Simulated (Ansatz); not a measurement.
Ansatz (a program for electronic structure) input:

Ansatz 0.2 input:
```yaml
crystal:
  periodic: [false, false, false]
  atoms:
    - {symbol: Si, position_ang: [-0.16123536, -0.55833638, 0.02615938]}
    - {symbol: Br, position_ang: [-0.09425713, 0.49946905, -1.87339119]}
    - {symbol: Br, position_ang: [0.07407028, 0.62467080, 1.83636823]}
    - {symbol: N, position_ang: [1.50778512, -1.48488530, -0.01830073]}
    - {symbol: N, position_ang: [-1.34415379, -1.73240864, 0.11945748]}
    - {symbol: H, position_ang: [1.55734346, -2.11084823, -0.82563641]}
    - {symbol: H, position_ang: [1.63208197, -2.05525780, 0.82152187]}
    - {symbol: H, position_ang: [-1.87419372, -2.02753028, -0.68800193]}
    - {symbol: H, position_ang: [-1.79807509, -1.97091332, 0.98957287]}
    - {symbol: H, position_ang: [2.30125873, -0.84257825, -0.07598138]}
basis:
  gaussian:
    orbitals: STO-3G
hamiltonian:
  xc: {name: PBE0}
total_charge: 1
```

**Question.** Which total energy does the run end on?

**Answer.** -5488.48797 Eh (PBE0/STO-3G). The basis has 60 functions.

It need not be the lowest isomer of its formula.
